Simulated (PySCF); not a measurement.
AlFH4O2SSi, SMILES [OH][Al]([OH])[S][SiH2]F. Atoms are numbered in the order given.

```xyz
10

Si    -1.8021    -0.3873     0.0955
F     -0.6135    -0.6492    -1.1501
S     -0.5424     0.6084     1.4209
Al     0.9652     0.1007    -0.2352
O      1.5750     1.3609    -1.2044
O      1.9210    -1.2703     0.0811
H     -2.2682    -1.7504     0.4404
H     -2.8673     0.3870    -0.5858
H      1.2629     2.2687    -1.2174
H      2.7865    -1.4080    -0.3134
```
Charge 0, spin multiplicity 1.

Geometry optimised at B3LYP-D3(BJ)/def2-SVP. The structure was generated by enumeration; whether it is a known compound was not checked. Other conformers were not sampled.

Level of theory: TDDFT-PBE/def2-SVPD in PySCF 2.14.0.

Vertical excitations. 

```json
[
 {"state": "S1", "energy (eV)": "4.59", "λ (nm)": "270", "f": "0.002", "main pairs": "HOMO→LUMO 100 %"},
 {"state": "S2", "energy (eV)": "5.21", "λ (nm)": "238", "f": "0.005", "main pairs": "HOMO−1→LUMO 99 %"},
 {"state": "S3", "energy (eV)": "5.53", "λ (nm)": "224", "f": "0.028", "main pairs": "HOMO→LUMO+1 95 %"},
 {"state": "S4", "energy (eV)": "5.59", "λ (nm)": "222", "f": "0.028", "main pairs": "HOMO−2→LUMO 84 %"},
 {"state": "S5", "energy (eV)": "5.71", "λ (nm)": "217", "f": "0.012", "main pairs": "HOMO−3→LUMO 87 %"},
 {"state": "S6", "energy (eV)": "5.88", "λ (nm)": "211", "f": "0.004", "main pairs": "HOMO−4→LUMO 99 %"},
 {"state": "S7", "energy (eV)": "6.03", "λ (nm)": "206", "f": "0.004", "main pairs": "HOMO→LUMO+2 98 %"},
 {"state": "S8", "energy (eV)": "6.12", "λ (nm)": "203", "f": "0.004", "main pairs": "HOMO−1→LUMO+1 99 %"},
 {"state": "S9", "energy (eV)": "6.46", "λ (nm)": "192", "f": "0.002", "main pairs": "HOMO→LUMO+3 95 %"},
 {"state": "S10", "energy (eV)": "6.48", "λ (nm)": "191", "f": "0.017", "main pairs": "HOMO−5→LUMO 66 %, HOMO−2→LUMO+1 30 %"},
 {"state": "T1", "energy (eV)": "4.42", "λ (nm)": "281", "f": "0", "main pairs": "HOMO→LUMO 100 %"},
 {"state": "T2", "energy (eV)": "5.09", "λ (nm)": "243", "f": "0", "main pairs": "HOMO−1→LUMO 100 %"},
 {"state": "T3", "energy (eV)": "5.35", "λ (nm)": "232", "f": "0", "main pairs": "HOMO→LUMO+1 98 %"},
 {"state": "T4", "energy (eV)": "5.38", "λ (nm)": "231", "f": "0", "main pairs": "HOMO−2→LUMO 91 %"}
]
```
Triplets are in the Tamm–Dancoff approximation, which puts them higher than full response would, so one can lie above its singlet here.
